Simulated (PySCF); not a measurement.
## Ionisation energy along the 21-electron series

Calculated with PySCF 2.14 and a two-component X2C-1e Hamiltonian (Gaussian nucleus, no Breit or QED terms), each ion in its own even-tempered basis scaled to its charge; GMP2 freezes [Ne] and drops the highest virtual spinors. Values in eV. NIST values: (m) measured, (s) semi-empirical, (t) theoretical.

```json
{"ion": "Hf⁵¹⁺", "configuration": "[Ar] 3d3", "GHF (spin-free)": "4679.1", "GMP2 (spin-free)": "4678.8", "GHF (screened spin-orbit)": "4705.6", "GMP2 (screened spin-orbit)": "4706.3", "NIST": "4703 ± 4 (t)"}
{"ion": "Ta⁵²⁺", "configuration": "[Ar] 3d3", "GHF (spin-free)": "4850.8", "GMP2 (spin-free)": "4850.5", "GHF (screened spin-orbit)": "4879.7", "GMP2 (screened spin-orbit)": "4880.5", "NIST": "4877 ± 4 (t)"}
{"ion": "W⁵³⁺", "configuration": "[Ar] 3d3", "GHF (spin-free)": "5026.6", "GMP2 (spin-free)": "5026.3", "GHF (screened spin-orbit)": "5058.0", "GMP2 (screened spin-orbit)": "5058.8", "NIST": "5063 ± 4 (s)"}
```

Between Z = 72 and Z = 74 the GMP2 (screened spin-orbit) value grows as Z to the power 2.64.
